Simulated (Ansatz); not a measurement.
Input for Ansatz (a first-principles code): U-CCSD(T)/def2-TZVPP on ZnS, 2S+1 = 3, a spin state set in the input, which need not be the lowest, a point of a bond scan (R = 2.255 Å).

Ansatz 0.2 input:
```yaml
crystal:
  periodic: [false, false, false]
  atoms:
    - {symbol: Zn, position_ang: [0.00000000, 0.00000000, 0.00000000]}
    - {symbol: S, position_ang: [0.00000000, 0.00000000, 2.25470200]}
basis:
  gaussian:
    orbitals: def2-TZVPP
magnetization: {spin_polarized: true, initial_magnetization: 2}
correlation: {method: ccsd_t, electrons: valence}
output: {orbitals: {seedname: ./end}}
```

Output:

```
WARN ansatz: RAYON_NUM_THREADS=1 ignored (pool sized by the plan → 1); use --threads N
Functional definition: HF
integrals: 0.20 GiB planned
697 factors; integrals over basis functions are off by at most 6.6e-4 eV
mean field: 0.33 GiB planned
mean field evaluation 1: about -59193.0230 eV, gradient 8.2e0 eV
mean field evaluation 2: about -59193.0336 eV, gradient 8.2e0 eV
mean field evaluation 4: about -59193.8074 eV, gradient 2.9e0 eV
mean field evaluation 8: about -59193.9392 eV, gradient 3.1e-1 eV
mean field evaluation 16: about -59180.6616 eV, gradient 5.4e1 eV
mean field evaluation 32: about -59193.9436 eV, gradient 2.8e-6 eV
mean field evaluation 64: about -59191.3594 eV, gradient 6.3e-4 eV
mean field evaluation 96: about -59189.3657 eV, gradient 2.0e-2 eV
mean field evaluation 128: about -59190.2301 eV, gradient 3.3e-1 eV
mean field evaluation 160: about -59192.2450 eV, gradient 1.1e-1 eV
mean field evaluation 192: about -59190.4405 eV, gradient 2.9e-2 eV
mean field -59193.94359457 eV, -2175.3373040044 hartree, gradient 2.6e-6 eV, S^2 2.019430; 4 other end points of the search recorded, 0 dependent functions left out
determinant -59193.94359457 eV, -2175.3373040044 hartree, with singles and doubles -59218.05041758 eV, -2176.2232134099 hartree
determinant -59192.24546990 eV, -2175.2748990738 hartree, with singles and doubles -59216.21035184 eV, -2176.1555922412 hartree
determinant -59191.35940947 eV, -2175.2423369536 hartree, with singles and doubles -59215.67314265 eV, -2176.1358501675 hartree
10 core orbitals not correlated
reference -59193.94359457 eV, -2175.3373040044 hartree; 14, 12 occupied and 82, 84 virtual orbitals, 697 factors
second order -25.74911332 eV of doubles, -0.00000000 eV of singles
coupled cluster: 0.64 GiB planned
cycle   1  -24.13356557 eV  change    -2.0e0 eV  update   2.1e-2
cycle   2  -24.15458991 eV  change   -2.1e-2 eV  update   6.1e-3
cycle   3  -24.15617247 eV  change   -1.6e-3 eV  update   3.7e-3
cycle   4  -24.15849231 eV  change   -2.3e-3 eV  update   1.6e-3
cycle   5  -24.15845285 eV  change    3.9e-5 eV  update   8.3e-4
cycle   6  -24.15949840 eV  change   -1.0e-3 eV  update   4.3e-4
cycle   7  -24.15969182 eV  change   -1.9e-4 eV  update   1.8e-4
cycle   8  -24.15953759 eV  change    1.5e-4 eV  update   7.5e-5
cycle   9  -24.15961590 eV  change   -7.8e-5 eV  update   3.3e-5
cycle  10  -24.15958682 eV  change    2.9e-5 eV  update   1.3e-5
perturbative correction -0.64027611 eV, -0.0235297129 hartree
Total energy: -59218.74345750 eV, -2176.2486821571 hartree
```

The run converged.

Cost: about 60 core-seconds (a rough figure).
